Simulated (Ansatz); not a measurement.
CH₉GeNSi (`C[NH][GeH2][SiH3]`), relaxed with RKS PBE-D4/def2-SVP in Ansatz from a rough embedded geometry. The force threshold is 0.03 eV/Å; the program also tests the step.

Total charge 0; spin multiplicity 1.

Start:

```xyz
13

C    -1.062    0.268    1.502
N     0.241   -0.341    1.462
Ge    1.107    0.369   -0.007
Si    0.215   -0.335   -1.983
H    -1.700    0.018    0.623
H    -1.631   -0.191    2.439
H    -1.023    1.363    1.696
H     0.138   -1.319    1.284
H     2.660   -0.006    0.067
H     1.039    1.941    0.030
H    -1.194   -0.017   -2.040
H     0.312   -1.859   -1.982
H     0.899    0.109   -3.092
```

(1) By how much does the energy fall, and how many steps does the optimiser take? (Estimate.)

(2) Which bonds change most? (Estimate.)

(3) Give the relaxed structure. (Best estimate.)

## Answers

(1) The calculation gave: 14.52 kcal/mol, in 6 steps.

(2) The calculation gave: Ge3–Si4 from 2.280 to 2.412 Å; Si4–H13 from 1.376 to 1.507 Å; C1–H6 from 1.189 to 1.111 Å; Si4–H11 from 1.445 to 1.507 Å.

(3) Computed: 
```xyz
13

C    -1.168    0.207    1.595
N     0.225   -0.194    1.471
Ge    1.188    0.366   -0.023
Si    0.230   -0.351   -2.117
H    -1.873   -0.229    0.842
H    -1.559   -0.058    2.601
H    -1.248    1.313    1.507
H     0.346   -1.200    1.637
H     2.621   -0.210    0.154
H     1.218    1.919    0.051
H    -1.211    0.084   -2.209
H     0.265   -1.856   -2.201
H     0.967    0.209   -3.307
```
